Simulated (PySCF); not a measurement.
Working out the ionisation energy of Sn

Sn [Kr] 4d10 5s2 5p2 (3P) → Sn⁺ [Kr] 4d10 5s2 5p1 (2P). Computed with PySCF 2.14 in cc-pVTZ-PP with ECP28MDF, with scalar relativity through the core potential. Frozen: 4s2 4p6 4d10. Energies in hartree (1 hartree = 27.21139 eV):

```csv
part,Sn (lower),Sn⁺ (upper)
UHF,-213.340244,-213.088256
CCSD correlation,-0.056113,-0.044054
(T),-0.001563,-0.000664
```

Problem. What does Hartree-Fock give?

Solution. (-213.088256) − (-213.340244) = 0.251988 hartree = 6.857 eV.

Problem. What do CCSD and CCSD(T) give?

Solution. The CCSD correlation energies differ by 0.012059 hartree = 0.328 eV and the triples by 0.000899 hartree = 0.024 eV, so CCSD gives 7.185 eV and CCSD(T) 7.209 eV.

Measured between the centres of the two terms (NIST): 7.389 eV, so CCSD(T) (valence) is off by -0.180 eV.

What remains against the reference includes basis incompleteness, the frozen core and higher excitations.
